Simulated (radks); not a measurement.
Results of a calculation; reference values are marked as such.
The potassium ion K2+ inside a hard spherical wall (all orbitals vanish at R), configuration held at [Ne] 3s2 3p5 and not refilled when levels cross. Code: a radial shooting solver on a logarithmic mesh with Libxc functionals. Model: non-relativistic Kohn-Sham, PBE, spin-polarised, spherical densities, point nucleus; open shells are filled with parallel spins first. Eigenvalues in eV for spin up, with the zero of energy where the potential of the charges vanishes at infinity; a dash marks a level that is unbound or too diffuse for the functional's potential to be trusted. A positive occupied level is held by the wall or, in an anion where self-interaction has pushed it up, behind a barrier. The pressure on the wall is -dE/dV.

| R (bohr) | E (hartree) | kinetic (hartree) | e(2s) | e(2p) | e(3s) | e(3p) | e(3d, empty) | e(4s, empty) | pressure (GPa) |
|---|---|---|---|---|---|---|---|---|---|
| free | -598.38424 | 597.783 | -373.87 | -303.43 | -56.565 | -39.779 | -15.888 | -13.987 | 0 |
| 20 | -598.38424 | 597.783 | -373.87 | -303.43 | -56.565 | -39.779 | -15.888 | - | < 0.0001 |
| 15 | -598.38424 | 597.783 | -373.87 | -303.43 | -56.565 | -39.779 | -15.888 | - | < 0.0001 |
| 12 | -598.38424 | 597.783 | -373.87 | -303.43 | -56.565 | -39.779 | -15.888 | - | < 0.0001 |
| 10 | -598.38424 | 597.783 | -373.87 | -303.43 | -56.565 | -39.779 | -15.888 | -13.985 | < 0.0001 |
| 8 | -598.38424 | 597.783 | -373.87 | -303.43 | -56.565 | -39.779 | -15.887 | -13.951 | < 0.0001 |
| 6 | -598.38420 | 597.784 | -373.87 | -303.43 | -56.563 | -39.777 | -15.849 | -13.420 | 0.00752 |
| 5 | -598.38348 | 597.793 | -373.83 | -303.40 | -56.538 | -39.750 | -15.687 | -11.921 | 0.207 |
| 4 | -598.37084 | 597.920 | -373.41 | -302.97 | -56.255 | -39.438 | -14.847 | -6.534 | 5.53 |
| 3.5 | -598.33013 | 598.249 | -372.45 | -301.99 | -55.610 | -38.705 | -13.494 | 0.417 | 28.6 |
| 2 | -595.13353 | 612.479 | -345.72 | -274.56 | -32.629 | -12.859 | 16.675 | 120.68 | 5260 |
